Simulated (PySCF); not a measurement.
Compound: CH₅AsBN.
Structure used (PBE0-D3(BJ)/def2-SVP), in Å, numbered top down from 1:
```
atom  x, y, z in Å
N1     1.9889    1.9345    0.5263
C2     1.5243    0.9652    0.0878
B3     0.8513   -0.3278   -0.4789
As4   -1.0929   -0.2303    0.2106
H5     0.7156   -0.3470   -1.6874
H6     1.2612   -1.3683   -0.0008
H7    -1.3080   -0.2020    1.7004
H8    -2.0011   -1.3652   -0.1818
H9    -1.9272    0.9519   -0.2055
```

Theory: core-valence-separated Tamm–Dancoff BHandHLYP/aug-pcX-1 (pcseg-1 on H, def2-SVPD on As) in PySCF, non-relativistic, gas phase, PBE0-D3(BJ)/def2-SVP geometry. The energies are unshifted.

(1) List the boron K-edge absorption lines.

(2) What does the C 1s absorption edge look like?

(3) Give energies, oscillator strengths and core holes at the N K edge.

Results:

(1) 
```json
{"E (eV)": "188.30", "f": "0.0558", "core hole on": "B3", "main final orbital": "LUMO (36 %)"}
{"E (eV)": "189.93", "f": "0.0005", "core hole on": "B3", "main final orbital": "LUMO+1 (88 %)"}
{"E (eV)": "190.09", "f": "0.0021", "core hole on": "B3", "main final orbital": "LUMO+3 (87 %)"}
{"E (eV)": "190.14", "f": "0.0018", "core hole on": "B3", "main final orbital": "LUMO+2 (46 %)"}
{"E (eV)": "190.47", "f": "0.0135", "core hole on": "B3", "main final orbital": "LUMO+4 (43 %)"}
{"E (eV)": "191.31", "f": "0.0099", "core hole on": "B3", "main final orbital": "LUMO+6 (39 %)"}
{"E (eV)": "191.47", "f": "0.0012", "core hole on": "B3", "main final orbital": "LUMO+5 (44 %)"}
```

The first line with a tenth or more of the strongest one's intensity is at 188.30 eV (f = 0.056), with the hole on B3 (four-coordinate boron). It is also the strongest listed.

(2) 
| E (eV) | f | core hole on | main final orbital | polarisation |
| --- | --- | --- | --- | --- |
| 283.20 | 0.0522 | C2 | spread | across the triple bond |
| 283.48 | 0.0628 | C2 | LUMO+7 (43 %) | across the triple bond |
| 285.92 | 0.0049 | C2 | LUMO/LUMO+1 (2 roots, f summed) | mixed |
| 286.48 | 0.0001 | C2 | LUMO+3 (84 %) | – |
| 286.66 | 0.0115 | C2 | LUMO+2 (42 %) | mixed |
| 287.27 | 0.0008 | C2 | LUMO+5 (69 %) | – |

The first line with a tenth or more of the strongest one's intensity is at 283.20 eV (f = 0.052), with the hole on C2 (cyano carbon), polarised across the triple bond: a 1s→π* resonance. The strongest listed is at 283.48 eV (f = 0.063; C2).

(3) 
| E (eV) | f | core hole on | main final orbital | polarisation |
| --- | --- | --- | --- | --- |
| 396.76 | 0.0596 | N1 | spread | across the triple bond |
| 397.26 | 0.0611 | N1 | LUMO+7 (57 %) | across the triple bond |
| 400.27 | 0.0001 | N1 | LUMO (45 %) | – |
| 400.50 | 0.0003 | N1 | LUMO+1 (47 %) | – |
| 401.00 | 0.0000 | N1 | LUMO+3 (83 %) | – |
| 401.33 | 0.0006 | N1 | LUMO+6 (33 %) | – |
| 401.48 | 0.0013 | N1 | LUMO+2 (40 %) | along the triple bond |

The first line with a tenth or more of the strongest one's intensity is at 396.76 eV (f = 0.060), with the hole on N1 (cyano nitrogen), polarised across the triple bond: a 1s→π* resonance. The strongest listed is at 397.26 eV (f = 0.061; N1).

Roots within 0.03 eV whose holes lie on the same, on equivalent or on shared atoms are summed into one line, and the highest roots are left out, as the search may have cut off their partners. Final orbitals are the ground state's empty Kohn–Sham orbitals. A dash: too weak, shared between unlike atoms, or no plane or axis to refer to.

What is the summed oscillator strength of the listed B K lines, and their intensity-weighted mean energy?

Σf = 0.085 over 7 lines from 188.30 to 191.47 eV; the weighted mean is 189.14 eV. The strongest line holds 66 % of the sum.

Only the lowest roots of each edge were sought. The BHandHLYP/aug-pcX-1 (pcseg-1 on H, def2-SVPD on As) calculation is non-relativistic and has no spin–orbit coupling, an omission that weighs most on arsenic.
